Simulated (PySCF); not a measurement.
dimethyl carbonate (C3H6O3), singlet, geometry from GFN2-xTB; HF/6-31G (PySCF).

The PySCF input:
```python
from pyscf import gto, scf

mol = gto.M(
    atom='''
C     2.32517331    0.09994214    0.05033470
O     1.10482066   -0.54437804    0.39359877
C    -0.00225252    0.06041020   -0.03827659
O    -0.04037348    1.07614926   -0.67209545
O    -1.06015611   -0.65053184    0.35332550
C    -2.32406787   -0.12639913   -0.03399431
H     2.33572923    1.12457047    0.42682949
H     3.11149818   -0.48764306    0.51637074
H     2.45383247    0.12126973   -1.03361495
H    -3.06483642   -0.80965771    0.37240314
H    -2.40104093   -0.07929089   -1.12196490
H    -2.46262854    0.87711717    0.37296294
''',
    basis='6-31g',
    verbose=4,
)

mf = scf.RHF(mol)
mf.kernel()
mf.analyze()
```

### Question
What does PySCF print? Leave out banner, timings and long lists.

### Answer

```
PySCF version 2.14.0

[INPUT] verbose = 4
[INPUT] num. atoms = 12
[INPUT] num. electrons = 48
[INPUT] charge = 0
[INPUT] spin (= nelec alpha-beta = 2S) = 0
[INPUT] symmetry False subgroup None
[INPUT] Mole.unit = angstrom
[INPUT] Symbol           X                Y                Z      unit          X                Y                Z       unit  Magmom
[INPUT]  1 C      2.325173310000   0.099942140000   0.050334700000 AA    4.393940748048   0.188863272903   0.095118797562 Bohr   0.0
[INPUT]  2 O      1.104820660000  -0.544378040000   0.393598770000 AA    2.087808464161  -1.028725403828   0.743793878266 Bohr   0.0
[INPUT]  3 C     -0.002252520000   0.060410200000  -0.038276590000 AA   -0.004256645890   0.114158733130  -0.072332272082 Bohr   0.0
[INPUT]  4 O     -0.040373480000   1.076149260000  -0.672095450000 AA   -0.076294819896   2.033627370553  -1.270076330066 Bohr   0.0
[INPUT]  5 O     -1.060156110000  -0.650531840000   0.353325500000 AA   -2.003404697184  -1.229327012909   0.667688427825 Bohr   0.0
[INPUT]  6 C     -2.324067870000  -0.126399130000  -0.033994310000 AA   -4.391851769201  -0.238859738083  -0.064239935694 Bohr   0.0
[INPUT]  7 H      2.335729230000   1.124570470000   0.426829490000 AA    4.413888545841   2.125130196073   0.806590837988 Bohr   0.0
[INPUT]  8 H      3.111498180000  -0.487643060000   0.516370740000 AA    5.879879397283  -0.921511829945   0.975799277339 Bohr   0.0
[INPUT]  9 H      2.453832470000   0.121269730000  -1.033614950000 AA    4.637071323865   0.229166576900  -1.953249173756 Bohr   0.0
[INPUT] 10 H     -3.064836420000  -0.809657710000   0.372403140000 AA   -5.791701450392  -1.530031326543   0.703739942528 Bohr   0.0
[INPUT] 11 H     -2.401040930000  -0.079290890000  -1.121964900000 AA   -4.537309771571  -0.149838066273  -2.120206382375 Bohr   0.0
[INPUT] 12 H     -2.462628540000   0.877117170000   0.372962940000 AA   -4.653693487138   1.657511230454   0.704797811213 Bohr   0.0

nuclear repulsion = 253.043171659719
number of shells = 42
number of NR pGTOs = 156
number of NR cGTOs = 66
basis = 6-31g
ecp = {}

******** <class 'pyscf.scf.hf.RHF'> ********
method = RHF
initial guess = minao
damping factor = 0
level_shift factor = 0
DIIS = <class 'pyscf.scf.diis.CDIIS'>
diis_start_cycle = 1
diis_space = 8
diis_damp = 0
SCF conv_tol = 1e-09
SCF conv_tol_grad = None
SCF max_cycles = 50
direct_scf = True
direct_scf_tol = 1e-13
Set gradient conv threshold to 3.16228e-05
Initial guess from minao.
init E= -342.892118436953
  HOMO = -0.348870098792635  LUMO = 0.113685989868871  gap/eV = 12.58679
cycle= 1 E= -341.34440294747  delta_E= 1.55  |g|= 0.838  |ddm|= 3.22
  HOMO = -0.400130155801894  LUMO = 0.146266005607051  gap/eV = 14.86820
cycle= 2 E= -341.464122670151  delta_E= -0.12  |g|= 0.537  |ddm|= 1.23
  HOMO = -0.474721892618868  LUMO = 0.181505470584665  gap/eV = 17.85686
cycle= 3 E= -341.518112341131  delta_E= -0.054  |g|= 0.0735  |ddm|= 0.491
  HOMO = -0.468166990524582  LUMO = 0.19778982490358  gap/eV = 18.12161
cycle= 4 E= -341.519501237335  delta_E= -0.00139  |g|= 0.0357  |ddm|= 0.0847
  HOMO = -0.470245613236188  LUMO = 0.197794446113386  gap/eV = 18.17830
cycle= 5 E= -341.519827077482  delta_E= -0.000326  |g|= 0.00808  |ddm|= 0.0388
  HOMO = -0.471571415660717  LUMO = 0.19620818873998  gap/eV = 18.17121
cycle= 6 E= -341.519869907186  delta_E= -4.28e-05  |g|= 0.00406  |ddm|= 0.016
  HOMO = -0.471021702874371  LUMO = 0.196699157852783  gap/eV = 18.16961
cycle= 7 E= -341.519882854383  delta_E= -1.29e-05  |g|= 0.00095  |ddm|= 0.0127
  HOMO = -0.470995634680126  LUMO = 0.196816626935178  gap/eV = 18.17210
cycle= 8 E= -341.519883557093  delta_E= -7.03e-07  |g|= 0.000249  |ddm|= 0.00283
  HOMO = -0.471019953719614  LUMO = 0.196757816302047  gap/eV = 18.17116
cycle= 9 E= -341.519883590074  delta_E= -3.3e-08  |g|= 7.39e-05  |ddm|= 0.00052
  HOMO = -0.471011988243752  LUMO = 0.196762906352744  gap/eV = 18.17108
cycle= 10 E= -341.519883592562  delta_E= -2.49e-09  |g|= 1.57e-05  |ddm|= 0.000129
  HOMO = -0.471011992106092  LUMO = 0.19676086033655  gap/eV = 18.17102
cycle= 11 E= -341.519883592705  delta_E= -1.44e-10  |g|= 3.57e-06  |ddm|= 3.34e-05
  HOMO = -0.47101205619858  LUMO = 0.196761114566966  gap/eV = 18.17103
Extra cycle  E= -341.519883592711  delta_E= -5.68e-12  |g|= 1.79e-06  |ddm|= 5.48e-06
converged SCF energy = -341.519883592711
**** SCF Summaries ****
Total Energy =                        -341.519883592711039
Nuclear Repulsion Energy =             253.043171659719093
One-electron Energy =                 -968.802617157962231
Two-electron Energy =                  374.239561905532128
Two-electron Coulomb Energy =          416.623611115684866
DFT Exchange-Correlation Energy =      -42.384049210152739
HOMO-LUMO gap [eV] =                    18.171033523500654
**** MO energy ****
MO #1   energy= -20.621886771765   occ= 2
MO #2   energy= -20.6218533389237  occ= 2
MO #3   energy= -20.5736472210701  occ= 2
MO #4   energy= -11.462371602729   occ= 2
MO #5   energy= -11.2987001268308  occ= 2
MO #6   energy= -11.2986902844708  occ= 2
MO #7   energy= -1.54094571274393  occ= 2
MO #8   energy= -1.42518457804089  occ= 2
MO #9   energy= -1.3984414850526   occ= 2
MO #10  energy= -1.02538351679157  occ= 2
MO #11  energy= -0.95337119313081  occ= 2
MO #12  energy= -0.79615511478391  occ= 2
MO #13  energy= -0.76271763405487  occ= 2
MO #14  energy= -0.721897695639981 occ= 2
MO #15  energy= -0.703702994774889 occ= 2
MO #16  energy= -0.651139718942406 occ= 2
MO #17  energy= -0.633392192914294 occ= 2
MO #18  energy= -0.60213034973477  occ= 2
MO #19  energy= -0.569980159383318 occ= 2
MO #20  energy= -0.550799484793024 occ= 2
MO #21  energy= -0.526533790845389 occ= 2
MO #22  energy= -0.476567599202669 occ= 2
MO #23  energy= -0.475242800649977 occ= 2
MO #24  energy= -0.47101205619858  occ= 2
MO #25  energy= 0.196761114566966  occ= 0
MO #26  energy= 0.239896366278886  occ= 0
MO #27  energy= 0.256139525562852  occ= 0
MO #28  energy= 0.271651627514636  occ= 0
MO #29  energy= 0.29674257607119   occ= 0
MO #30  energy= 0.304530466415601  occ= 0
MO #31  energy= 0.311541042688361  occ= 0
MO #32  energy= 0.324131206779003  occ= 0
 ** Mulliken pop on meta-lowdin orthogonal AOs  **
 ** Mulliken pop  **
 ** Mulliken atomic charges  **
charge of    0C =     -0.07566
charge of    1O =     -0.37782
charge of    2C =      0.70116
charge of    3O =     -0.52872
charge of    4O =     -0.37781
charge of    5C =     -0.07561
charge of    6H =      0.11908
charge of    7H =      0.13064
charge of    8H =      0.11755
charge of    9H =      0.13066
charge of   10H =      0.11807
charge of   11H =      0.11846
Dipole moment(X, Y, Z, Debye): -0.00859,  0.24483, -0.14523
```
